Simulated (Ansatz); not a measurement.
Ansatz (a quantum-chemistry and plane-wave program) input (B3LYP-D3(BJ)/def2-TZVP):

Ansatz 0.2 input:
```yaml
crystal:
  periodic: [false, false, false]
  atoms:
    - {symbol: B, position_ang: [-0.06221768, 0.45135772, 0.06124527]}
    - {symbol: C, position_ang: [1.47168256, -0.03423629, 0.00417370]}
    - {symbol: C, position_ang: [-1.13061883, -0.77791404, -0.12799124]}
    - {symbol: N, position_ang: [-0.45628923, 1.68431331, 0.24463679]}
    - {symbol: H, position_ang: [1.68786231, -0.68956484, 0.84288099]}
    - {symbol: H, position_ang: [1.66784499, -0.58526775, -0.91050660]}
    - {symbol: H, position_ang: [2.14265271, 0.81653625, 0.04869633]}
    - {symbol: H, position_ang: [-2.15447063, -0.42898059, -0.06694015]}
    - {symbol: H, position_ang: [-0.96391999, -1.23521536, -1.09676242]}
    - {symbol: H, position_ang: [-0.95384304, -1.51330957, 0.64878063]}
    - {symbol: H, position_ang: [-1.19381901, 2.34454920, 0.34227918]}
basis:
  gaussian:
    orbitals: def2-TZVP
hamiltonian:
  xc: b3lyp
  dispersion: d3bj
magnetization: {spin_polarized: true, initial_magnetization: 1}
relax: {f_tol: 0.002, max_steps: 150}
```

End of the output:

```
reference -4356.01335909 eV, -160.0805383346 hartree; 16, 15 occupied and 150, 151 virtual orbitals, 992 factors
relax step  29: F+E_penalty+E_count = -4356.31593844 eV  Δ(F+E_penalty+E_count) = -4.531e-7 eV  max|allowed force component| = 1.722e-3 eV/Å  Δτ_max = 0.0028 Å  (30 SCF iters, accepted)
these checks for a lower state are left out or cut short: starts, cluster_reference, orbital_swaps, neighbouring_geometries, increment
integrals: 0.07 GiB planned
992 factors; their error is unknown
mean field: 0.84 GiB planned
mean field -4356.01309242 eV, -160.0805285346 hartree, gradient 1.4e-5 eV, S^2 0.755451; 0 other end points of the search recorded, 0 dependent functions left out
the calculation of the forces begins
reference -4356.01336079 eV, -160.0805383973 hartree; 16, 15 occupied and 150, 151 virtual orbitals, 992 factors
relax step  30: F+E_penalty+E_count = -4356.31593890 eV  Δ(F+E_penalty+E_count) = -4.598e-7 eV  max|allowed force component| = 1.447e-3 eV/Å  Δτ_max = 0.0032 Å  (30 SCF iters, accepted)
integrals: 0.07 GiB planned
992 factors; their error is unknown
mean field: 0.84 GiB planned
mean field evaluation 224: about -4356.0279 eV, gradient 2.4e-1 eV
mean field -4356.01309242 eV, -160.0805285346 hartree, gradient 1.8e-5 eV, S^2 0.755451; 1 other end points of the search recorded, 0 dependent functions left out
the calculation of the forces begins
reference -4356.01336079 eV, -160.0805383973 hartree; 16, 15 occupied and 150, 151 virtual orbitals, 992 factors
Total energy: -4356.31620728 eV, -160.0916678004 hartree
Atom 0 at    -0.115504     0.370529    -0.014161 Å, force    -0.000158     0.000644    -0.000634 eV/Å
Atom 1 at     1.440876     0.038193     0.007188 Å, force     0.000343     0.000076    -0.000247 eV/Å
Atom 2 at    -1.166444    -0.819168    -0.128062 Å, force    -0.000514    -0.000055    -0.000556 eV/Å
Atom 3 at    -0.543257     1.681283    -0.052993 Å, force     0.000357    -0.001447     0.001142 eV/Å
Atom 4 at     1.648927    -0.685361     0.800802 Å, force    -0.000080     0.000061     0.000009 eV/Å
Atom 5 at     1.721457    -0.443525    -0.934561 Å, force    -0.000126     0.000221     0.000286 eV/Å
Atom 6 at     2.081004     0.908298     0.148380 Å, force     0.000093    -0.000139    -0.000025 eV/Å
Atom 7 at    -2.205433    -0.494262    -0.167050 Å, force     0.000248    -0.000153     0.000020 eV/Å
Atom 8 at    -0.956517    -1.415395    -1.020971 Å, force    -0.000051     0.000249     0.000368 eV/Å
Atom 9 at    -1.041736    -1.488455     0.728820 Å, force     0.000029    -0.000013     0.000149 eV/Å
Atom 10 at    -0.808509     2.380129     0.623101 Å, force    -0.000141     0.000556    -0.000512 eV/Å
Dipole moment:    -0.009491    -0.009555     0.231731 e Å
```

It need not be the lowest isomer of its formula.
